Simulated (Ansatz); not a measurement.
Input for Ansatz (a program for electronic structure): U-CCSD(T)/def2-TZVPP on WH, 2S+1 = 6, a spin state set in the input, which need not be the lowest, a point of a bond scan (R = 1.712 Å). Elements past Kr take the def2 small-core potentials; no spin–orbit coupling.

Ansatz 0.2 input:
```yaml
crystal:
  periodic: [false, false, false]
  atoms:
    - {symbol: W, position_ang: [0.00000000, 0.00000000, 0.00000000]}
    - {symbol: H, position_ang: [0.00000000, 0.00000000, 1.71175300]}
basis:
  gaussian:
    orbitals: def2-TZVPP
magnetization: {spin_polarized: true, initial_magnetization: 5}
correlation: {method: ccsd_t, electrons: valence}
output: {orbitals: {seedname: ./end}}
```

Output:

```
WARN ansatz: RAYON_NUM_THREADS=1 ignored (pool sized by the plan → 1); use --threads N
Functional definition: HF
integrals: 0.06 GiB planned
441 factors; integrals over basis functions are off by at most 1.4e-3 eV
mean field: 0.11 GiB planned
mean field evaluation 1: about -1820.1574 eV, gradient 9.8e0 eV
mean field evaluation 2: about -1820.1584 eV, gradient 9.8e0 eV
mean field evaluation 4: about -1820.9486 eV, gradient 1.9e0 eV
mean field evaluation 8: about -1821.0735 eV, gradient 1.5e-1 eV
mean field evaluation 16: about -1819.6144 eV, gradient 1.4e0 eV
mean field evaluation 32: about -1819.6507 eV, gradient 1.4e-3 eV
mean field evaluation 64: about -1819.6507 eV, gradient 2.1e-3 eV
mean field evaluation 96: about -1818.2850 eV, gradient 4.2e-3 eV
mean field evaluation 128: about -1818.1786 eV, gradient 7.0e-3 eV
mean field evaluation 160: about -1815.9367 eV, gradient 5.7e-1 eV
mean field evaluation 192: about -1819.6507 eV, gradient 1.2e-2 eV
mean field evaluation 224: about -1819.3998 eV, gradient 6.8e-3 eV
mean field evaluation 256: about -1818.2850 eV, gradient 5.7e-4 eV
mean field -1821.07420184 eV, -66.9232425493 hartree, gradient 2.9e-6 eV, S^2 8.785124; 10 other end points of the search recorded, 0 dependent functions left out
determinant -1821.07420184 eV, -66.9232425493 hartree, with singles and doubles -1830.28464073 eV, -67.2617199352 hartree
determinant -1819.65070140 eV, -66.8709298729 hartree, with singles and doubles -1828.47978586 eV, -67.1953927423 hartree
determinant -1819.39975286 eV, -66.8617076841 hartree, with singles and doubles -1828.24971267 eV, -67.1869377084 hartree
determinant -1818.68213042 eV, -66.8353355460 hartree, with singles and doubles -1827.60621057 eV, -67.1632894425 hartree
determinant -1818.28504989 eV, -66.8207431056 hartree, with singles and doubles -1827.03035660 eV, -67.1421271993 hartree
determinant -1818.22019544 eV, -66.8183597486 hartree, with singles and doubles -1827.01133995 eV, -67.1414283505 hartree
determinant -1818.17859121 eV, -66.8168308214 hartree, with singles and doubles -1826.94444659 eV, -67.1389700649 hartree
reference -1821.07420184 eV, -66.9232425493 hartree; 10, 5 occupied and 60, 65 virtual orbitals, 441 factors
second order -9.05268476 eV of doubles, -0.00000000 eV of singles
coupled cluster: 0.24 GiB planned
cycle   1  -9.21184922 eV  change   -1.4e-3 eV  update   1.5e-3
cycle   2  -9.21268418 eV  change   -8.3e-4 eV  update   1.1e-3
cycle   3  -9.21251117 eV  change    1.7e-4 eV  update   4.0e-4
cycle   4  -9.21239167 eV  change    1.2e-4 eV  update   2.0e-4
cycle   5  -9.21273148 eV  change   -3.4e-4 eV  update   6.4e-5
cycle   6  -9.21279169 eV  change   -6.0e-5 eV  update   3.0e-5
cycle   7  -9.21277544 eV  change    1.6e-5 eV  update   1.2e-5
cycle   8  -9.21276980 eV  change    5.6e-6 eV  update   5.0e-6
perturbative correction -0.29909943 eV, -0.0109917013 hartree
Total energy: -1830.58607107 eV, -67.2727972959 hartree
```

The run converged.

Cost: very roughly 28 core-seconds.
